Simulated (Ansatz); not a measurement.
Reaction (formal exchange of groups at the Si–C bond): `C=C[SiH](C)F` + `C=C(F)B[SiH3]` → `C[SiH](F)B[SiH3]` + `C=CC(=C)F`

Program: Ansatz. Geometries: PBE0-D4/def2-TZVP. ΔE: electronic, gas phase. CCSD(T)/CBS is the MP2 limit (def2-TZVPP, def2-QZVPP) plus CCSD(T) − MP2 in def2-TZVPP, frozen cores. Functionals use def2-TZVPP. One conformer a species, not always the lowest.

```
           level  ΔE (kJ/mol)  difference from CCSD(T)/CBS
     LDA (SPW92)         39.9                        -16.0
       revPBE-D4         44.5                        -11.4
         BLYP-D4         52.1                         -3.8
      r2SCAN0-D4         48.7                         -7.2
        BHLYP-D4         54.6                         -1.3
    CAM-B3LYP-D4         54.9                         -1.0
         ωB97M-V         59.8                          3.9
          B2PLYP         56.5                          0.6
        PBE-QIDH         51.7                         -4.2
          revPBE         44.2                        -11.7
            BLYP         51.8                         -4.1
          r2SCAN         46.8                         -9.1
         r2SCAN0         48.7                         -7.2
CCSD(T)/def2-SVP         46.8                         -9.1
   HF/def2-TZVPP         57.5                          1.6
 CCSD/def2-TZVPP         54.7                         -1.2
     CCSD(T)/CBS         55.9                            0
```

Largest T1 diagnostic among the species: 0.013.

Leaving LDA and LC-ωPBE aside and taking each functional with its dispersion term where it has one, the values, not all of them listed here, spread over 16.1 kJ/mol, from PBE-D4 to ωB97M-V. LDA lies −3.8 kJ/mol from PBE without D4. From BLYP to BHLYP (50 % exact exchange), in def2-TZVPP and without D4, ΔE moves by +3.1 kJ/mol.

CCSD(T)/CBS has its own doubt, a few kJ/mol and more with outer-core shells, so smaller differences from it don't rank the levels.
